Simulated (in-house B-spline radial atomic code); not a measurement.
## BSE on G0W0@HF excitations of Rb7+

Method: BSE on G0W0@HF. Computed with an all-electron radial atomic-structure program (B-spline basis): linear response of the closed shell [Ar] 3d10 4s2 with a statically screened interaction on G0W0 levels; scalar-relativistic (spin-free one-electron X2C), finite nucleus, no spin-orbit coupling, no double excitations, S, P, D and F terms only; shells from n = 2 respond. Only terms of natural parity with L up to 3 were computed.

Command:
```bash
python run_td.py task.json out
```
Settings (radii: box in bohr, nucleus in fm):
```
Z                        37
electrons                30
configuration            [Ar] 3d10 4s2
hamiltonian              x2c
method                   bse
box_radius               12.81
rms_radius               4.2036
intervals                70
```

Run time, properties included: 2.5 s on 1 thread of Arm Neoverse N1, on a shared host.

The lowest states, in the order of their Tamm-Dancoff energies; the method's threshold (minus the highest G0W0 level) is 133.04 eV. Labels give the largest channel, * marks a mixed state, and oscillator strengths are full-response dipole values. Energies in eV:

```json
{"state": "4s → 4p 3P", "full response": "16.678", "Tamm-Dancoff": "16.893", "oscillator strength": "-"}
{"state": "4s → 4p 1P", "full response": "?", "Tamm-Dancoff": "?", "oscillator strength": "?"}
{"state": "4s → 4d 3D", "full response": "?", "Tamm-Dancoff": "?", "oscillator strength": "-"}
{"state": "4s → 4d 1D", "full response": "53.31", "Tamm-Dancoff": "53.37", "oscillator strength": "-"}
{"state": "4s → 5s 3S", "full response": "65.64", "Tamm-Dancoff": "65.65", "oscillator strength": "-"}
{"state": "4s → 5s 1S", "full response": "67.24", "Tamm-Dancoff": "67.27", "oscillator strength": "-"}
{"state": "4s → 5p 3P", "full response": "73.72", "Tamm-Dancoff": "73.73", "oscillator strength": "-"}
{"state": "4s → 5p 1P", "full response": "74.47", "Tamm-Dancoff": "74.52", "oscillator strength": "0.113"}
{"state": "4s → 4f 3F", "full response": "76.23", "Tamm-Dancoff": "76.23", "oscillator strength": "-"}
{"state": "4s → 4f 1F", "full response": "77.42", "Tamm-Dancoff": "77.43", "oscillator strength": "-"}
{"state": "4s → 5d 3D", "full response": "85.72", "Tamm-Dancoff": "85.73", "oscillator strength": "-"}
{"state": "4s → 5d 1D", "full response": "86.30", "Tamm-Dancoff": "86.31", "oscillator strength": "-"}
{"state": "4s → 6s 3S", "full response": "92.12", "Tamm-Dancoff": "92.12", "oscillator strength": "-"}
{"state": "4s → 6s 1S", "full response": "92.63", "Tamm-Dancoff": "92.65", "oscillator strength": "-"}
{"state": "4s → 6p 3P", "full response": "96.01", "Tamm-Dancoff": "96.01", "oscillator strength": "-"}
{"state": "4s → 6p 1P", "full response": "96.28", "Tamm-Dancoff": "96.29", "oscillator strength": "0.0519"}
```

Task: Where does 4s → 4p 1P lie?

Result: At 23.872 eV in full response, 24.705 eV in Tamm-Dancoff, oscillator strength 1.52.

Task: Where does 4s → 4d 3D lie?

Result: At 50.39 eV in full response, 50.41 eV in Tamm-Dancoff.

Task: How large is the singlet-triplet splitting of 4s → 4p (P terms) in Tamm-Dancoff?

Result: 7.81 eV, from the unrounded values.

Task: What polarisabilities and dispersion coefficient does the method give?

Result: Dipole 2.161 bohr³, quadrupole 1.963 bohr⁵, C6 3.634 hartree·bohr⁶ for two such species.
